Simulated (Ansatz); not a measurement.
Program: Ansatz. Geometries: PBE0-D4/def2-TZVP. ΔE: electronic, gas phase. CCSD(T)/CBS adds triple-zeta CCSD(T) − MP2 to the extrapolated MP2 energy (def2 sets, frozen cores). DFT in def2-TZVPP. One conformer a species, not always the lowest.

Consider the isomerisation: `N[SiH2][SiH2]S` → `N[SiH2]S[SiH3]`.

`N[SiH2][SiH2]S`:

Cartesian coordinates in Å:
```
N 0.819 1.358 1.107
Si 0.662 -0.352 1.029
Si -0.926 -0.779 -0.637
S -0.194 0.293 -2.353
H 1.407 1.794 1.800
H 0.804 1.893 0.253
H 1.909 -1.110 0.700
H 0.194 -0.862 2.346
H -2.269 -0.255 -0.269
H -1.063 -2.232 -0.928
H -1.342 0.251 -3.048
```

`N[SiH2]S[SiH3]`:

```xyz
11

N    -2.157   -0.862    0.902
Si   -1.016   -0.119   -0.128
S     0.488    1.011    0.920
Si    2.102    0.611   -0.415
H    -1.866   -1.535    1.593
H    -2.958   -0.339    1.216
H    -1.777    0.788   -1.020
H    -0.288   -1.149   -0.913
H     2.505   -0.817   -0.356
H     3.231    1.469    0.019
H     1.738    0.942   -1.817
```

```
        level  ΔE (kcal/mol)
      PBE0-D4          -16.8
HF/def2-QZVPP          -19.9
```

(1) What does CCSD(T)/CBS give? (An estimate is asked.)

Largest T1 diagnostic among the species: 0.011.

Results:

(1) Ansatz gave: -18.6 kcal/mol. The listed levels differ from it by 1.8, -1.3 kcal/mol.

From PBE to PBE0 (25 % exact exchange), in def2-TZVPP and without D4, ΔE moves by −1.0 kcal/mol.

CCSD(T)/CBS has its own doubt, a few kJ/mol and more with outer-core shells, so smaller differences from it don't rank the levels.
